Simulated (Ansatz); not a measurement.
`F[C@H](Cl)[Si@@H]1CO1` + `[SiH3][SnH3]` → `[SnH3][SiH]1CO1` + `FC([SiH3])Cl`  (redistribution)

Computed with Ansatz on PBE0-D4/def2-TZVP structures; ΔE is electronic, products minus reactants. CBS: MP2 limit from def2 TZ/QZ plus the TZ coupled-cluster correction, frozen cores. Functionals use def2-TZVPP. def2 core potentials past Kr. For Sn outer-core shells are correlated without core-valence functions, which leaves a few kJ/mol of doubt a bond. Each species was taken in one conformer, which may not be the lowest.

```json
{"species": "`F[C@H](Cl)[Si@@H]1CO1`", "PBE0 energy (Eh)": "-1002.93885"}
{"species": "`[SiH3][SnH3]`", "PBE0 energy (Eh)": "-507.25660"}
{"species": "`[SnH3][SiH]1CO1`", "PBE0 energy (Eh)": "-620.50343"}
{"species": "`FC([SiH3])Cl`", "PBE0 energy (Eh)": "-889.69269"}
```

Problem. Work out ΔE.

Solution. ΔE = (-620.50343) + (-889.69269) − (-1002.93885) − (-507.25660) = -0.00067 Eh = -1.8 kJ/mol. CCSD(T)/CBS gives -3.2 kJ/mol.

Largest T1 diagnostic among the species: 0.015.

Leaving LDA and LC-ωPBE aside and taking each functional with its dispersion term where it has one, the values, not all of them listed here, spread over 5.0 kJ/mol, from B2PLYP to B97M-V.
